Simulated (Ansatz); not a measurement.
## A cut through the energy surface

GaHSF2 (SMILES [F][Ga]([F])[SH]), closed shell, at its PBE0-D4/def2-TZVP minimum:

F1  (-0.326, -1.486, 1.659)
Ga2  (0.143, -0.389, 0.398)
F3  (1.856, -0.271, 0.121)
S4  (-1.298, 0.749, -0.746)
H5  (-0.324, 1.324, -1.474)
(Å)

The angle F1–Ga2–F3 (115.1° at the minimum) is set to the values below, F1, with anything bonded beyond it, turning rigidly in the plane of the angle. Each method's energies count from its own value at the PBE0-D4 minimum structure. Ansatz 0.2.0; basis: def2-TZVPP; cores frozen in the correlated methods. Filled d shells of the heavier atoms are correlated. The def2 sets are not built for correlating such inner shells, so the correlated values are less sure here. B3LYP uses VWN-RPA correlation.

| angle (°) | CCSD(T) (kcal/mol) | MP2 (kcal/mol) | PBE-D4 (kcal/mol) | HF (kcal/mol) |
| --- | --- | --- | --- | --- |
| 91.1 | 9.50 | 9.70 | 8.65 | 10.08 |
| 97.1 | 5.08 | 5.22 | 4.62 | 5.33 |
| 103.1 | 2.18 | 2.27 | 1.99 | 2.22 |
| 109.1 | 0.53 | 0.58 | 0.50 | 0.50 |
| 115.1 | 0.00 | 0.00 | 0.00 | 0.00 |
| 121.1 | 0.50 | 0.45 | 0.41 | 0.64 |
| 127.1 | 1.99 | 1.90 | 1.71 | 2.40 |
| 133.1 | 4.52 | 4.38 | 3.94 | 5.30 |
| 139.1 | 8.17 | 7.99 | 7.17 | 9.47 |

Minimum and curvature along this coordinate at CCSD(T): A fifth-order fit through the nearest points gives 115.2°, with a curvature of about 1.2 meV/deg².

Largest difference from the CCSD(T) curve over the scan: r2SCAN-D4 0.76; PBE0-D4 0.51; B3LYP-D4 0.55; wB97M-V 0.59 kcal/mol. Each curve counts from its own value at the minimum.

No T1 diagnostic of these runs exceeds 0.015.

For scale, one of the runs: CCSD(T)/def2-TZVPP, 166 basis functions (an equivalent command: `ansatz run in.yaml --threads 4`). Time: 30 s of wall clock on 4 CPU threads; the host was shared. Peak host memory: 1.4 GiB.
